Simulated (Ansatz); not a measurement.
Stretching the Se1–H2 bond in FHSe (SMILES F[SeH]) (multiplicity 1 held, fragments rigid). Energies count from the point at 1.478 Å.
Geometry at that point (charge 0, multiplicity 1):
| atom | x (Å) | y (Å) | z (Å) |
|---|---|---|---|
| Se | -0.1156 | -0.2234 | 0.2595 |
| H | -0.8996 | -0.9550 | -0.7575 |
| F | 0.5367 | 0.9499 | -0.8963 |

Restricted levels (R-, RO-) in cc, def2 and unpolarised 6-31G sets keep to the state of the molecule at rest. U- levels take the lowest unrestricted solution at each point, which mixes spins at long bonds. Active spaces are followed from a long bond inwards. Levels need not reach the same state.

Frozen-core correlation. Filled d and f shells under p-block atoms count as core.

Codes used: Ansatz (Gaussian orbitals). Values without a source in brackets are computed.

Energies in kJ/mol.

| R (Å) | U-r2SCAN/cc-pVTZ | R-B3LYP/cc-pVTZ | R-wB97X-V/cc-pVTZ | SC-NEVPT2 on CASSCF(4,3)/cc-pVTZ | FIC-MRCISD+Q on CASSCF(4,3)/cc-pVTZ |
|---|---|---|---|---|---|
| 1.182 | 144 | 146 | 144 | 153 | 146 |
| 1.330 | 27 | 28 | 26 | [?] | 27 |
| 1.478 | 0 | 0 | 0 | 0 | 0 |
| 1.626 | 18 | 17 | 21 | 16 | 19 |
| 1.774 | 57 | 55 | 64 | 53 | 58 |
| 1.995 | 129 | 126 | 143 | 120 | 127 |
| 2.217 | 200 | 197 | 224 | [?] | 191 |
| 2.586 | 272 | 297 | 343 | 255 | 265 |
| 2.956 | 304 | 370 | 436 | 291 | 303 |
| 3.399 | 319 | 430 | 519 | 307 | 320 |
| 3.990 | 324 | 476 | 594 | 313 | 325 |
| 4.729 | 326 | 505 | 650 | 314 | 326 |

Problem. Complete the blanks.

Solution. 
- 2.217, SC-NEVPT2 on CASSCF(4,3)/cc-pVTZ: 182
- 1.330, SC-NEVPT2 on CASSCF(4,3)/cc-pVTZ: 30

Doubts at one or more of the structures used: a spin-contaminated determinant (U-r2SCAN/cc-pVTZ); a restricted determinant that unrestricted orbitals would lower (R-B3LYP/cc-pVTZ, R-wB97X-V/cc-pVTZ); active orbitals that take no part (SC-NEVPT2 on CASSCF(4,3)/cc-pVTZ, FIC-MRCISD+Q on CASSCF(4,3)/cc-pVTZ).

Ansatz is a quantum-chemistry and plane-wave program.
